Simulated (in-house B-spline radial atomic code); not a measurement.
## Cl⁷⁺: [He] 2s2 2p6

Level of theory: non-relativistic B3LYP, spin-polarised, spherical fractional occupations, exact exchange averaged over the configuration, point nucleus; calculated with an all-electron radial atomic-structure program (B-spline basis).

Effective charges: Z_r = [3n² - l(l+1)]/(2<r>) from the radius, Z_e = n√(-2ε) from the energy, and Slater's rules. Values are occupation-weighted means over spin.

```
shell  electrons   ε (eV)  <r> (bohr)    Z_r    Z_e  Slater
   1s          2  -2902.8     0.09137  16.42  14.61   16.70
   2s          2  -389.17      0.4409  13.61  10.70   12.85
   2p          6  -329.06      0.4004  12.49   9.84   12.85
```

The least bound orbital is 2p at -329.1 eV, while the most diffuse is 2s (<r> = 0.4409 bohr against 0.4004 bohr): energy order and size order differ.
